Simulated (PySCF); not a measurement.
# N⁺ (nitrogen, charge +1) across methods

[He] 2s2 2p2, high-spin 3P determinant. Computed with PySCF 2.14 in aug-cc-pV5Z (7s6p5d4f3g2h, 127 functions), with the non-relativistic Hamiltonian (point nucleus).

| method | E (hartree) | mean ε 2s α (eV) | mean ε 2s β (eV) | mean ε 2p α (eV) | Σ⟨r²⟩ (bohr²) | ⟨S²⟩ |
| --- | --- | --- | --- | --- | --- | --- |
| PBE | -53.9941 | -33.540 | -30.064 | -22.025 | 7.846 | 2.002 |
| M06-2X | -54.0560 | -38.483 | -33.735 | -26.010 | 7.795 | 2.002 |
| M06 | -54.0372 | -35.825 | -31.969 | -23.865 | 7.778 | 2.002 |
| LDA | -53.5850 | -33.373 | -29.977 | -22.011 | 7.888 | 2.002 |
| UHF | -53.89386 | -44.160 | -35.534 | -30.384 | 7.750 | 2.007 |
| TPSS | -54.0767 | -34.164 | -30.247 | -22.327 | 7.795 | 2.003 |
| PBE0 | -54.0061 | -36.364 | -31.818 | -24.245 | 7.796 | 2.003 |
| r2SCAN | -54.0394 | -34.658 | -30.225 | -22.802 | 7.770 | 2.004 |
